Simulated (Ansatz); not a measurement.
Two members of one family (Si6H12 nanocrystal and its variants), computed with Ansatz in the gas phase. The two geometries come from different levels. Binding counts from free atoms in the multiplicity of their measured ground term, without zero-point energy. The structures are stationary points that may keep the symmetry of their start.

First: Si6H12, rod (singlet, charge 0, B3LYP-D4/def2-SVP geometry).

| atom | x (Å) | y (Å) | z (Å) |
| --- | --- | --- | --- |
| Si1 | -0.067 | 0.657 | -2.153 |
| Si2 | 0.858 | -2.039 | 0.420 |
| Si3 | -1.680 | 0.693 | 1.330 |
| Si4 | -0.856 | 2.040 | -0.417 |
| Si5 | 0.066 | -0.656 | 2.153 |
| Si6 | 1.677 | -0.695 | -1.332 |
| H7 | 0.399 | 1.477 | -3.313 |
| H8 | -1.184 | -0.221 | -2.616 |
| H9 | 1.923 | -2.961 | 0.922 |
| H10 | -0.275 | -2.866 | -0.095 |
| H11 | -2.258 | 1.536 | 2.421 |
| H12 | -2.760 | -0.188 | 0.792 |
| H13 | 0.281 | 2.862 | 0.101 |
| H14 | -1.917 | 2.967 | -0.918 |
| H15 | 1.181 | 0.225 | 2.617 |
| H16 | -0.400 | -1.476 | 3.313 |
| H17 | 2.761 | 0.186 | -0.799 |
| H18 | 2.252 | -1.540 | -2.424 |

```csv
level,HOMO (eV),LUMO (eV),gap (eV),binding per atom (eV)
PBE-D4/def2-SVP,-6.85,-1.38,5.47,3.03
PBE-D4/def2-TZVP,-6.79,-1.57,5.23,3.04
r2SCAN-D4/def2-TZVP,-7.02,-1.41,5.61,3.08
PBE0-D4/def2-SVP,-7.89,-0.67,7.22,3.03
HSE06-D4/def2-TZVP,-7.40,-1.18,6.22,3.05
```

Second: Si4BPH12, rod, B and P 2.4 Å apart at the start (singlet, charge 0, PBE-D4/def2-SVP geometry).

```xyz
18

B    -0.9082    1.8897   -0.0597
Si    0.6496   -0.6582    1.9457
Si    1.1806   -0.5399   -1.8109
Si   -0.7566    0.8095   -1.7666
Si    1.0350   -1.9895    0.0415
P    -1.1239    0.7023    1.4434
H    -1.9077    2.5998   -0.0810
H     0.1347    2.4953    0.1687
H     0.2945   -1.3978    3.2092
H     1.7620    0.3117    2.2334
H     1.3712   -1.3908   -3.0428
H     2.4390    0.2673   -1.6026
H    -1.8909   -0.1682   -2.0055
H    -0.6921    1.6915   -2.9912
H    -0.1647   -2.8990   -0.0590
H     2.2479   -2.8392    0.3280
H    -2.2239   -0.2083    1.3556
H    -1.4463    1.3236    2.6938
```

**Question.** What does the change do? Estimate second minus first.

**Answer.** 
```tsv
level	Δ HOMO (eV)	Δ LUMO (eV)	Δ gap (eV)	Δ binding per atom (eV)
PBE-D4/def2-SVP	0.67	-0.17	-0.85	0.07
PBE-D4/def2-TZVP	0.57	-0.17	-0.75	0.07
r2SCAN-D4/def2-TZVP	0.59	-0.13	-0.73	0.05
PBE0-D4/def2-SVP	0.64	-0.13	-0.77	0.06
HSE06-D4/def2-TZVP	0.55	-0.14	-0.69	0.05
```
